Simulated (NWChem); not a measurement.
System: GeClF, singlet; SMILES [F][Ge][Cl]

All runs: NWChem. Pople sets run with spherical d functions. Low-valent species are run as closed-shell singlets; no triplet was tried in these runs. All runs use the structure optimised with PBE-D3(BJ)/def2-SVP. Hybrids' shares of exact exchange are those that their runs print; pure functionals count as 0. The functionals differ in more than this share.

```
row           share of exact exchange  orbital gap (eV)
------------  -----------------------  ----------------
PBE/6-31G*                       0.00              3.62
TPSS/6-31G*                      0.00              3.73
TPSSh/6-31G*                     0.10          withheld
B3LYP/6-31G*                     0.20              5.12
PBE0/6-31G*                      0.25              5.54
MPW1K/6-31G*                     0.43              6.93
```

### Question
Fit a straight line of the last column on the one before it, predict the withheld value, and compare with the run.

### Answer

1. Means of the 5 shown rows: x = 0.176, y = 4.988. Slope Σ(x − x̄)(y − ȳ)/Σ(x − x̄)² = 0.9995/0.1325 = 7.542; intercept 3.661.
2. The shown rows scatter about the line by 0.044 (root mean square); the largest residual is +0.07, at TPSS/6-31G*.
3. At x = 0.10 (TPSSh/6-31G*; inside the shown range) the line gives 4.42.
4. The run gives 4.50, +0.08 from the line, 1.8 times the scatter.
